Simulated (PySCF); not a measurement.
**Magnetic susceptibility: SMILES CC1(C)CC=CC(=O)N1, C7H11NO**

Cartesian coordinates in Å; atom numbers follow the order of the lines, from 1:
```xyz
20

C     0.865   -0.830    1.201
C     0.595   -0.007   -0.067
C     1.911    0.305   -0.780
C    -0.350   -0.774   -1.004
C    -1.760   -0.738   -0.507
C    -2.211    0.260    0.242
C    -1.349    1.408    0.597
O    -1.775    2.440    1.081
N    -0.037    1.252    0.291
H     1.394   -1.747    0.953
H     1.471   -0.256    1.898
H    -0.073   -1.085    1.688
H     1.735    0.957   -1.632
H     2.373   -0.613   -1.133
H     2.603    0.799   -0.102
H    -0.324   -0.322   -2.002
H    -0.007   -1.805   -1.102
H    -2.408   -1.549   -0.811
H    -3.230    0.315    0.591
H     0.571    2.000    0.593
```

Theory: PySCF, GIAO B97-2/pcSseg-1 magnetisability, rotational g tensor and spin-rotation constants, non-relativistic, gas phase. Geometry: GFN2-xTB.

Q: What are the magnetisability and the molar susceptibility?

A: Isotropic -1308 × 10⁻³⁰ J/T², or -78.7 × 10⁻⁶ cm³/mol; principal values -1477, -1267, -1178 × 10⁻³⁰ J/T², anisotropy 266 × 10⁻³⁰ J/T² (root of half the summed squared differences of the principal values). The susceptibility is in cgs units.

Q: Split it along the inertial axes a, b, c into diamagnetic and paramagnetic parts about the centre of mass, with the quadrupole moment.

A: 
| axis | χ (10⁻⁶ cm³/mol) | diamagnetic (10⁻⁶ cm³/mol) | paramagnetic (10⁻⁶ cm³/mol) | summed x² of all electrons (Å²) | quadrupole Θ (D Å) |
| --- | --- | --- | --- | --- | --- |
| a | -77.0 | -605.0 | 528.0 | 174.4 | -8.63 |
| b | -71.1 | -943.7 | 872.7 | 94.5 | +7.26 |
| c | -88.2 | -1140.6 | 1052.4 | 48.1 | +1.37 |

Anisotropies 2χaa − χbb − χcc = +5.3 and 2χbb − χaa − χcc = +23.1 × 10⁻⁶ cm³/mol. Θ is traceless in Buckingham's convention.

Q: And the rotational g tensor?

A: 
```tsv
axis	rotational constant (GHz)	g	nuclear part	electronic part
a	2.5519	-0.0209	0.6121	-0.6330
b	1.4789	-0.0227	0.5835	-0.6063
c	1.1809	-0.0067	0.5772	-0.5839
```
Asymmetric top; isotopes 12C, 1H, 14N, 16O; no vibrational averaging.
